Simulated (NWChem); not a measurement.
A series in which one site is exchanged, each optimised at PBE0/def2-SVP with NWChem, gas phase unless a solvent is named. Some are not confirmed as minima by frequencies. def2 effective core potentials on I, Au; no spin-orbit coupling.

A: [OH2]->[Au][Cl] (AuH$_{2}$OCl; site = Cl)
B: [OH2]->[Au][I] (AuH$_{2}$OI; site = I)
C: [OH2]->[AuH] (AuH₃O; site = H)
D: [Br][Au]<-[OH2] (AuH₂OBr; site = Br)

Q: Rank them by vertical ionisation energy, ΔSCF, PBE/def2-SVP (eV), lowest first.

A: B (8.44), D (8.91), A (9.22), C (9.29)
